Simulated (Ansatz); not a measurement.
Consider the formal exchange of groups at a C–C bond: `C=C[CH2][GeH3]` + `F/C=C/F` → `C=C/C(F)=C\F` + `[CH3][GeH3]`.

Gas-phase electronic energies from Ansatz, PBE0-D4/def2-TZVP geometries. CBS: MP2 limit from def2 TZ/QZ plus the TZ coupled-cluster correction, frozen cores. Double bonds are as drawn, so ΔE can hold a change between cis and trans. DFT in def2-TZVPP. For Ge outer-core shells are correlated without core-valence functions, which leaves a few kJ/mol of doubt a bond. Scalar relativity is left out up to krypton. One conformer a species, not always the lowest.

`C=C[CH2][GeH3]`:

Z-matrix (Å, degrees):
```
C
C 1 1.485
Ge 1 1.972 2 111.2
H 1 1.092 2 111.4 3 -120.3
H 1 1.094 2 111.3 3 119.1
C 2 1.328 1 125.4 3 106.3
H 2 1.089 1 115.9 3 -71.9
H 3 1.539 1 109.6 2 54.3
H 3 1.540 1 110.3 2 174.2
H 3 1.537 1 109.5 2 -65.3
H 6 1.086 2 121.5 1 1.7
H 6 1.083 2 121.4 1 -178.3
```

`F/C=C/F`:

```xyz
6

F     1.223    1.268    0.043
C     0.463    0.261   -0.391
C    -0.463   -0.261    0.391
F    -1.223   -1.268   -0.043
H     0.676   -0.064   -1.401
H    -0.676    0.063    1.401
```

`C=C/C(F)=C\F`:

```xyz
10

C     0.711    0.041   -1.705
C     0.214   -0.436   -0.566
C    -0.203    0.395    0.535
F    -0.070    1.720    0.372
C    -0.707   -0.018    1.697
F    -0.875   -1.318    1.946
H     0.831    1.105   -1.868
H     1.010   -0.626   -2.503
H     0.096   -1.502   -0.410
H    -1.009    0.639    2.501
```

`[CH3][GeH3]`:

```xyz
8

C     0.150   -1.024    0.054
Ge   -0.133    0.906   -0.048
H    -0.727   -1.555   -0.317
H     1.013   -1.312   -0.548
H     0.329   -1.326    1.087
H    -0.390    1.335   -1.504
H     1.105    1.659    0.472
H    -1.347    1.316    0.804
```

```csv
level,ΔE (kJ/mol),difference from CCSD(T)/CBS
r2SCAN-D4,-48.3,-12.2
ωB97M-V,-37.6,-1.5
B2PLYP,-41.3,-5.2
PBE-QIDH,-40.2,-4.1
BLYP,-44.0,-7.9
RPA@PBE/def2-TZVPP,-34.5,1.6
CCSD/def2-SVP,-40.2,-4.1
MP2/def2-TZVPP,-37.9,-1.8
SCS-MP2/def2-TZVPP,-36.3,-0.2
CCSD(T)/def2-TZVPP,-37.6,-1.5
CCSD(T)/CBS,-36.1,0
```

Largest T1 diagnostic among the species: 0.012.

At CCSD(T), def2-SVP lies −5.9 kJ/mol from the extrapolated value and def2-TZVPP −1.5 kJ/mol. From r2SCAN to r2SCAN0 (25 % exact exchange), in def2-TZVPP and without D4, ΔE moves by +3.3 kJ/mol.
